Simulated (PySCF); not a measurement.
B(Cl)(F)(OAc) (C2H3BClFO2), SMILES CC(=O)OB(F)Cl.

Geometry: PBE-D3(BJ)/def2-SVP. The structure was generated by enumeration, and PubChem lists no compound with its InChIKey, so it may never have been made. The values are those of a single conformer.

Calculation: PBE-D3(BJ)/def2-SVP run with PySCF.

Frequencies are harmonic and unscaled.

```csv
mode,ν (cm⁻¹),IR (km/mol),moving atoms (share of kinetic energy)
1,41,3.2,"O 31 %, C 25 %, Cl 18 %, H 16 %, F 10 %"
2,82,0.0,"O 50 %, F 22 %, C 12 %, H 9 %"
3,116,0.5,H 89 %
4,129,0.8,"O 49 %, Cl 33 %, C 9 %"
5,306,7.1,"F 31 %, C 24 %, O 19 %, H 13 %, Cl 12 %"
6,359,0.9,"O 33 %, F 32 %, Cl 17 %, B 9 %"
7,415,3.7,"F 26 %, O 20 %, Cl 19 %, H 14 %, C 12 %, B 8 %"
8,543,5.4,"B 47 %, C 21 %, H 13 %, O 10 %"
9,569,18.2,"B 29 %, C 28 %, H 21 %, O 19 %"
10,608,49.0,"C 31 %, F 20 %, O 19 %, Cl 12 %, H 12 %"
11,653,12.6,"O 58 %, C 15 %, B 13 %"
12,889,50.6,"O 53 %, C 19 %, B 13 %"
13,967,27.4,"H 54 %, C 31 %, O 13 %"
14,1008,6.1,"H 49 %, C 48 %"
15,1176,325.5,"C 63 %, H 24 %"
16,1216,533.4,"B 58 %, O 27 %, F 11 %"
17,1325,143.5,"H 67 %, C 31 %"
18,1382,266.7,"B 44 %, H 37 %, F 9 %"
19,1386,236.1,"H 60 %, B 28 %"
20,1393,10.4,H 96 %
21,1841,214.6,"C 63 %, O 36 %"
22,2992,0.1,H 97 %
23,3076,0.2,"H 91 %, C 9 %"
24,3131,1.5,"H 90 %, C 10 %"
```
